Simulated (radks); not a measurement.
The numbers below are computed, except where a source is named.
All-electron atom: Sm VII in [Kr] 4d10 4f4 5s2 5p4 (the NIST ground configuration).

Level of theory: Dirac Kohn-Sham, LDA (Slater exchange, Perdew-Wang correlation), spin-unpolarised, spherical densities, point nucleus; open shells are shared between the two j in proportion to 2j + 1 (a radial shooting solver on a logarithmic mesh with Libxc functionals).

Energy parts (hartree):
part                       energy
total                 -10418.3561
kinetic                11296.3016
electron-nucleus      -25360.9594
Hartree                 3872.2972
exchange-correlation    -225.9954

Orbitals (lengths in bohr, moments of r in powers of bohr; r(90%) holds 90 % of the orbital's charge):
[
 {"orbital": "1s1/2", "occ.": "2", "eigenvalue (hartree)": "-1715.290", "r(90%)": "0.0411", "<r^2>": "0.0007057", "<r^4>": "1.320e-06", "small-component weight": "5.31e-02"},
 {"orbital": "2s1/2", "occ.": "2", "eigenvalue (hartree)": "-282.8908", "r(90%)": "0.150", "<r^2>": "0.01106", "<r^4>": "0.0002119", "small-component weight": "1.17e-02"},
 {"orbital": "2p1/2", "occ.": "2", "eigenvalue (hartree)": "-268.3997", "r(90%)": "0.133", "<r^2>": "0.008055", "<r^4>": "0.0001317", "small-component weight": "1.17e-02"},
 {"orbital": "2p3/2", "occ.": "4", "eigenvalue (hartree)": "-246.2737", "r(90%)": "0.142", "<r^2>": "0.009298", "<r^4>": "0.0001698", "small-component weight": "1.09e-02"},
 {"orbital": "3s1/2", "occ.": "2", "eigenvalue (hartree)": "-64.50656", "r(90%)": "0.374", "<r^2>": "0.07434", "<r^4>": "0.008365", "small-component weight": "3.65e-03"},
 {"orbital": "3p1/2", "occ.": "2", "eigenvalue (hartree)": "-58.25983", "r(90%)": "0.367", "<r^2>": "0.06946", "<r^4>": "0.007652", "small-component weight": "3.59e-03"},
 {"orbital": "3p3/2", "occ.": "4", "eigenvalue (hartree)": "-53.78221", "r(90%)": "0.385", "<r^2>": "0.07668", "<r^4>": "0.009260", "small-component weight": "3.37e-03"},
 {"orbital": "3d3/2", "occ.": "4", "eigenvalue (hartree)": "-42.91116", "r(90%)": "0.357", "<r^2>": "0.06165", "<r^4>": "0.006811", "small-component weight": "3.25e-03"},
 {"orbital": "3d5/2", "occ.": "6", "eigenvalue (hartree)": "-41.93806", "r(90%)": "0.363", "<r^2>": "0.06367", "<r^4>": "0.007226", "small-component weight": "3.19e-03"},
 {"orbital": "4s1/2", "occ.": "2", "eigenvalue (hartree)": "-15.33508", "r(90%)": "0.829", "<r^2>": "0.3761", "<r^4>": "0.2055", "small-component weight": "1.16e-03"},
 {"orbital": "4p1/2", "occ.": "2", "eigenvalue (hartree)": "-12.93462", "r(90%)": "0.859", "<r^2>": "0.3965", "<r^4>": "0.2345", "small-component weight": "1.09e-03"},
 {"orbital": "4p3/2", "occ.": "4", "eigenvalue (hartree)": "-11.93306", "r(90%)": "0.900", "<r^2>": "0.4353", "<r^4>": "0.2824", "small-component weight": "1.01e-03"},
 {"orbital": "4d3/2", "occ.": "4", "eigenvalue (hartree)": "-7.96702", "r(90%)": "0.984", "<r^2>": "0.4988", "<r^4>": "0.4000", "small-component weight": "8.61e-04"},
 {"orbital": "4d5/2", "occ.": "6", "eigenvalue (hartree)": "-7.78561", "r(90%)": "0.998", "<r^2>": "0.5136", "<r^4>": "0.4239", "small-component weight": "8.40e-04"},
 {"orbital": "4f5/2", "occ.": "1.71429", "eigenvalue (hartree)": "-3.12800", "r(90%)": "1.34", "<r^2>": "0.8130", "<r^4>": "1.388", "small-component weight": "5.32e-04"},
 {"orbital": "4f7/2", "occ.": "2.28571", "eigenvalue (hartree)": "-3.10266", "r(90%)": "1.35", "<r^2>": "0.8255", "<r^4>": "1.430", "small-component weight": "5.25e-04"},
 {"orbital": "5s1/2", "occ.": "2", "eigenvalue (hartree)": "-4.31585", "r(90%)": "1.85", "<r^2>": "1.903", "<r^4>": "5.123", "small-component weight": "2.95e-04"},
 {"orbital": "5p1/2", "occ.": "1.33333", "eigenvalue (hartree)": "-3.58120", "r(90%)": "2.02", "<r^2>": "2.231", "<r^4>": "7.142", "small-component weight": "2.54e-04"},
 {"orbital": "5p3/2", "occ.": "2.66667", "eigenvalue (hartree)": "-3.39924", "r(90%)": "2.10", "<r^2>": "2.428", "<r^4>": "8.423", "small-component weight": "2.36e-04"},
 {"orbital": "5d3/2", "occ.": "0", "eigenvalue (hartree)": "-2.31945", "r(90%)": "2.57", "<r^2>": "3.553", "<r^4>": "18.48", "small-component weight": "1.66e-04"},
 {"orbital": "5d5/2", "occ.": "0", "eigenvalue (hartree)": "-2.29320", "r(90%)": "2.59", "<r^2>": "3.632", "<r^4>": "19.28", "small-component weight": "1.64e-04"},
 {"orbital": "6s1/2", "occ.": "0", "eigenvalue (hartree)": "-1.86949", "r(90%)": "3.59", "<r^2>": "7.386", "<r^4>": "74.07", "small-component weight": "1.04e-04"},
 {"orbital": "6p1/2", "occ.": "0", "eigenvalue (hartree)": "-1.61198", "r(90%)": "3.94", "<r^2>": "8.815", "<r^4>": "106.1", "small-component weight": "9.12e-05"},
 {"orbital": "6p3/2", "occ.": "0", "eigenvalue (hartree)": "-1.55666", "r(90%)": "4.06", "<r^2>": "9.397", "<r^4>": "120.4", "small-component weight": "8.71e-05"}
]

The highest occupied level is 4f7/2 at -84.428 eV. Summed over all electrons, <r^2> = 26.20 bohr^2, which gives a Langevin (diamagnetic) susceptibility term of -20.7 x 10^-6 cm^3/mol.
